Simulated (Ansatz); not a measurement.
Calculated with Ansatz (gas phase, PBE0-D4/def2-TZVP geometries, no zero-point term in ΔE). CBS: MP2 limit from def2 TZ/QZ plus the TZ coupled-cluster correction, frozen cores. For Ge outer-core shells are correlated without core-valence functions, which leaves a few kJ/mol of doubt a bond. Scalar relativity is left out up to krypton. Each species was taken in one conformer, which may not be the lowest.

`[F][Al]([SiH3])[SH]` + `C[BH][GeH2][Cl]` → `[SiH3][BH][GeH2][Cl]` + `[CH3][Al]([F])[SH]`  (redistribution)

`[F][Al]([SiH3])[SH]`:

```xyz
8

F    -0.077    1.395   -1.884
Al   -0.448    0.299   -0.706
Si    1.156   -0.196    1.061
S    -2.407   -0.641   -0.835
H     1.468    1.033    1.841
H     0.609   -1.220    1.991
H     2.427   -0.712    0.482
H    -2.727    0.041   -1.949
```

`C[BH][GeH2][Cl]`:

```xyz
10

C     0.318   -0.221    1.523
B    -0.428   -0.660    0.248
Ge   -0.182    0.308   -1.559
Cl    1.330    1.860   -1.342
H    -0.390    0.493    1.984
H     0.462   -1.011    2.264
H     1.240    0.339    1.360
H    -1.236   -1.546    0.276
H    -1.442    1.039   -2.062
H     0.329   -0.601   -2.693
```

`[SiH3][BH][GeH2][Cl]`:

Z-matrix (Å, degrees):
```
Si
B 1 2.007
H 1 1.488 2 112.2
H 1 1.488 2 113.8 3 -124.3
H 1 1.494 2 105.1 3 117.6
Ge 2 2.051 1 121.4 3 140.5
H 2 1.194 1 119.6 3 -41.6
Cl 6 2.169 2 112.2 1 172.9
H 6 1.541 2 111.2 1 -68.7
H 6 1.539 2 112.9 1 53.6
```

`[CH3][Al]([F])[SH]`:

Z-matrix (Å, degrees):
```
C
Al 1 1.934
H 1 1.092 2 112.6
H 1 1.094 2 110.4 3 120.9
H 1 1.094 2 110.5 3 -121.0
F 2 1.650 1 120.1 3 178.5
S 2 2.176 1 125.7 3 -1.6
H 7 1.344 2 92.4 1 0.1
```

```tsv
level	ΔE (kcal/mol)
CCSD(T)/def2-TZVPP	6.8
HF/def2-QZVPP	6.6
```

(1) What does CCSD(T)/CBS give? (Estimate.)

Largest T1 diagnostic among the species: 0.013.

Answers

(1) The calculation gave: +6.7 kcal/mol. The listed levels differ from it by 0.1, -0.1 kcal/mol.
